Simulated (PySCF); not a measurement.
ethenyl(ethynyl)silane (C4H6Si), SMILES C#C[SiH2]C=C.

Geometry: r2SCAN-D4/def2-SVP. Other conformers were not sampled.

Two levels are set side by side: TDA-PBE/def2-SVPD (PySCF) and TDA-LC-ωPBE/def2-SVPD (PySCF). Vertical, same geometry. The lowest singlet is HOMO−1→LUMO 74 %, HOMO→LUMO 12 %, HOMO−2→LUMO 12 % with PBE and HOMO−1→LUMO+1 32 %, HOMO−1→LUMO+2 12 %, HOMO−2→LUMO 6 %, HOMO−1→LUMO 6 % with the other functional; states are paired by order. Differences are taken from unrounded values.

```csv
quantity,TDA-PBE
lowest singlet excitation (eV),5.28
lowest triplet excitation (TDA) (eV),4.29
first bright state (f over 0.05) (eV),6.95
its oscillator strength,0.06
```

Q: These are the TDA-PBE values. What does TDA-LC-ωPBE give? (The exact figures need the calculation; the answer reports its results.)

A: 
```
quantity                               TDA-LC-ωPBE  TDA-PBE minus TDA-LC-ωPBE
-------------------------------------  -----------  -------------------------
lowest singlet excitation (eV)                6.02                      -0.74
lowest triplet excitation (TDA) (eV)          4.03                       0.26
first bright state (f over 0.05) (eV)         7.80                      -0.85
its oscillator strength                       0.73                      -0.67
```

A lower first singlet is the usual sign of a functional without exact exchange. Differences between two approximate levels are no errors against the true value.

Rough cost on one machine, each run with all the roots and properties that it gave: TDA-LC-ωPBE against TDA-PBE about 2 times.
